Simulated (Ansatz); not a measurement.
The cluster MoS3⁻: single points at one geometry.

```yaml
crystal:
  periodic: [false, false, false]
  atoms:
    - {symbol: Mo, position_ang: [0.000756, 0.001401, -0.001048]}
    - {symbol: S, position_ang: [1.743954, 0.037338, 1.267755]}
    - {symbol: S, position_ang: [-1.696747, 1.247225, 0.463432]}
    - {symbol: S, position_ang: [-0.047964, -1.285964, -1.730139]}
basis:
  gaussian: {orbitals: def2-TZVPD, initial_orbitals: start.molden}
total_charge: -1
magnetization: {spin_polarized: true, initial_magnetization: 1}
hamiltonian: {xc: {name: LC-wPBE}}
scf: {omitted_lower_state_checks: [starts]}
output: {orbitals: {seedname: orbitals}}
```

The file start.molden holds the orbitals of an earlier run on this structure, at another level or in another basis.

```sh
$ ansatz run in.yaml --threads 4 --pin off --events-out ev --progress --plain --max-ram 3916MiB
```

Output, abridged:

```
Functional definition: LC-wPBE
1187 factors; their error is unknown
396 factors; integrals over basis functions are off by at most 4.0e-5 eV
mean field evaluation 1: about -34358.6332 eV, gradient 9.1e0 eV
mean field evaluation 2: about -34358.8578 eV, gradient 3.6e-1 eV
mean field evaluation 4: about -34358.8477 eV, gradient 2.2e-2 eV
mean field -34358.84770800 eV, -1262.6643640055 hartree, gradient 5.0e-5 eV, S^2 0.844228; 0 other end points of the search recorded, 0 dependent functions left out
reference -34358.84770801 eV, -1262.6643640057 hartree; 32, 31 occupied and 146, 147 virtual orbitals, 1187 factors
Total energy: -34358.84770801 eV, -1262.6643640057 hartree
Checks for a lower state left out: starts
```

It took 7 s on 4 threads of Arm Neoverse V2 on a shared host.

The first input with `hamiltonian: {xc: {name: wB97X-V}}` (abridged; 13 s):

```
Functional definition: wB97X-V
mean field -34362.23246258 eV, -1262.7887514421 hartree, gradient 1.6e-5 eV, S^2 0.778677
Total energy: -34362.23245970 eV, -1262.7887513364 hartree
Checks for a lower state left out: starts
```

As the first input, with `correlation: {method: mp2}` and without the key `hamiltonian` (abridged; 3.3 s):

```
Functional definition: HF
mean field -34295.21642659 eV, -1260.3259575448 hartree, gradient 3.4e-6 eV, S^2 1.723677
15 core orbitals not correlated: weight in the atoms' cores, before any rotation towards them, 1.000 or more for the frozen orbitals, at most 0.000 for the correlated occupied ones
second order -25.88434224 eV of doubles, -0.00000000 eV of singles
Total energy: -34321.10076883 eV, -1261.2771895770 hartree
Checks for a lower state left out: starts
```

The first input with `hamiltonian: {xc: r2scan, dispersion: d4}` (abridged; 8 s):

```
Functional definition: r2SCAN
mean field -34368.40210845 eV, -1263.0154817460 hartree, gradient 3.6e-5 eV, S^2 0.785237
Total energy: -34368.44836437 eV, -1263.0171816197 hartree
Checks for a lower state left out: starts
```

As the first input, with `gaussian: {orbitals: def2-SVPD, initial_orbitals: start.molden}`, `hamiltonian: {xc: pbe, dispersion: d4}` (abridged; 2.1 s):

```
Functional definition: PBE
mean field -34345.17395330 eV, -1262.1618627886 hartree, gradient 1.1e-5 eV, S^2 0.769632
Total energy: -34345.38988589 eV, -1262.1697981650 hartree
Checks for a lower state left out: starts
```

The first input with `gaussian: {orbitals: STO-3G}`, `hamiltonian: {xc: hf}` (abridged; 0.55 s):

```
Functional definition: HF
mean field evaluation 16: about -139200.0551 eV, gradient 4.3e-2 eV
mean field -139200.05509656 eV, -5115.5076716124 hartree, gradient 1.8e-5 eV, S^2 2.229116
Total energy: -139200.05509656 eV, -5115.5076716124 hartree
Checks for a lower state left out: starts
```

The first input with `hamiltonian: {xc: pbe0, dispersion: d4}` (abridged; 4.9 s):

```
Functional definition: PBE0
mean field -34357.43052130 eV, -1262.6122833549 hartree, gradient 1.4e-5 eV, S^2 0.794746
Total energy: -34357.61858158 eV, -1262.6191944427 hartree
Checks for a lower state left out: starts
```

Geometry: PBE0-D4/def2-SVPD.

In the def2 sets Mo takes a core potential, while STO-3G treats all electrons; there is no spin–orbit coupling. LC-ωPBE has ω = 0.4 bohr⁻¹. Correlated methods freeze 15 core orbitals; core or outer-core shells of Mo are correlated, in sets that lack core-valence functions. At LC-ωPBE/def2-TZVPD, MP2/def2-TZVPD, HF/STO-3G the charge -1 doublet is spin-contaminated (final ⟨S²⟩ up to 2.23, 0.75 for a pure state). At HF/STO-3G the highest occupied level of the charge -1 doublet lies above zero (up to 2.21 eV). In Hartree–Fock with STO-3G the lack of diffuse functions raises the level. The structure comes from a short search, and lower isomers may exist.
